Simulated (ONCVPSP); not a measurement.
## tungsten (W): one change to an ONCV potential, before and after

```json
{
 "Element": "W (Z = 74)",
 "Generator": "ONCVPSP 4.0.1",
 "Type": "optimised norm-conserving Vanderbilt (ONCV)",
 "Functional": "LDA (Perdew-Wang 92)",
 "Relativity": "scalar-relativistic",
 "Frozen core": "[Kr] 4d10 4f14",
 "Valence charge": "14",
 "Reference configuration": "5s2 5p6 5d4 6s1 6p1",
 "Partial waves": "5s+6s: rc 1.95 bohr, ncon 4, nbas 7, qcut 7.7 1/bohr, 2 projectors; 5p+6p: rc 1.65 bohr, ncon 3, nbas 7, qcut 9.7 1/bohr, 2 projectors; 5d: rc 1.85 bohr, ncon 3, nbas 6, qcut 4.6 1/bohr, 3 projectors, debl 1.6 Ha",
 "Local potential": "polynomial inside 1.05 bohr (lpopt 2, dvloc0 0 Ha)",
 "Core correction": "none"
}
```

All-electron outer shells of the reference configuration (LDA (PZ), scalar-relativistic, ld1.x):

```csv
shell,level (eV),outermost node (bohr),outermost maximum (bohr)
4d,-239.86,0.22,0.45
5s,-80.90,0.53,0.96
5p,-44.99,0.57,1.09
4f,-35.07,–,0.43
6s,-6.98,1.28,2.61
5d,-6.10,0.63,1.49
6p,-2.26,1.53,3.61
```

Change: d: qcut 3.1.

Cutoffs: the cutoffs (Ha) at which the residual kinetic energy of the hardest occupied pseudo-wave falls to 1 and 0.1 mHa per electron; they do not see the model core or the augmentation charge, which bear on the density cutoff. Errors are all-electron minus pseudo energies relative to the spin-unpolarised reference configuration.

Problem. Predict the effect on cutoff, ghosts and configuration errors.

Solution. The potential gets harder (29 Ha and 40 Ha → 39 Ha and 74 Ha); the errors of the 4 common tests hardly move; neither file shows a bound ghost.

```csv
quantity,base,changed
"cutoff, loose",29 Ha,39 Ha
"cutoff, tight",40 Ha,74 Ha
loose cutoff by channel,"s 17 Ha, p 29 Ha, d 21 Ha","s 17 Ha, p 29 Ha, d 39 Ha"
bound ghosts,none,none
GHOST(+) flags under 300 eV,d at 192.0 eV,none
"error for 5s2 5p6 5d4 6s2 6p0, meV [ΔE -4.57 eV]",+1.2,+1.2
"error for 5s2 5p6 5d4 6s1 6p0, meV [ΔE 4.55 eV]",-1.7,-1.6
"error for 5s2 5p6 5d4 6s0 6p0, meV [ΔE 20.57 eV]",-5.5,-5.4
"error for 5s2 5p6 5d4 6s0 6p1, meV [ΔE 10.11 eV]",-2.7,-2.7
s: phases at 1.98 bohr within 0.05 rad from the reference energy up to (Ha; the scan ends near 5),to the end of the scan,to the end of the scan
p: phases at 1.67 bohr within 0.05 rad from the reference energy up to (Ha; the scan ends near 5),to the end of the scan,to the end of the scan
d: phases at 1.87 bohr within 0.05 rad from the reference energy up to (Ha; the scan ends near 5),to the end of the scan,to the end of the scan
```
